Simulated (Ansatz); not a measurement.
Conformers of C₂H₇FN₂Si (`C=C[Si](N)(N)F`), each relaxed with PBE0-D4/def2-TZVP in Ansatz. CBS adds the triple-zeta coupled-cluster correction to the MP2 limit.

Not all of them had a frequency check.

Conformer A:

Z-matrix (Å, degrees):
```
Si
C 1 1.854
N 1 1.697 2 107.8
N 1 1.704 2 118.6 3 122.0
F 1 1.606 2 104.9 3 -123.9
C 2 1.331 1 124.1 3 -24.1
H 2 1.090 1 118.1 3 157.3
H 3 1.006 1 121.6 2 -40.3
H 3 1.007 1 120.2 2 168.9
H 4 1.006 1 120.0 2 86.3
H 4 1.006 1 121.0 2 -62.0
H 6 1.087 2 122.3 1 -178.9
H 6 1.087 2 121.5 1 0.9
```

Conformer B:

```xyz
13

C     1.515   -0.870    1.497
C     1.129   -0.493    0.280
Si   -0.540    0.220   -0.091
N    -0.304    1.750   -0.784
N    -1.580   -0.630   -1.139
F    -1.314    0.199    1.316
H     0.859   -0.765    2.356
H     2.495   -1.298    1.689
H     1.834   -0.625   -0.541
H     0.464    2.335   -0.500
H    -1.077    2.286   -1.143
H    -1.394   -0.673   -2.126
H    -2.088   -1.436   -0.815
```

Problem. Which is lowest in electronic energy at CCSD(T)/CBS (frozen core, def2 sets), and by how much? (An estimate is asked.)

Solution. Ansatz gave: B; A lies 1.2 kJ/mol higher. Gaps under about 2 kJ/mol don't settle the order.

Problem. Give the energies relative to B (kJ/mol) with B2PLYP/def2-TZVPP, PBE0/def2-TZVPP, B3LYP/def2-TZVPP, MP2/def2-TZVPP, SCS-MP2/def2-TZVPP, HF/def2-QZVPP, MP2/def2-QZVPP. (An estimate is asked.)

Solution. Ansatz gave: 
```tsv
level	A
B2PLYP/def2-TZVPP	1.2
PBE0/def2-TZVPP	1.1
B3LYP/def2-TZVPP	1.4
MP2/def2-TZVPP	0.7
SCS-MP2/def2-TZVPP	1.0
HF/def2-QZVPP	2.2
MP2/def2-QZVPP	1.0
```

B3LYP here is the variant with VWN-RPA as its local correlation; programs differ in this.
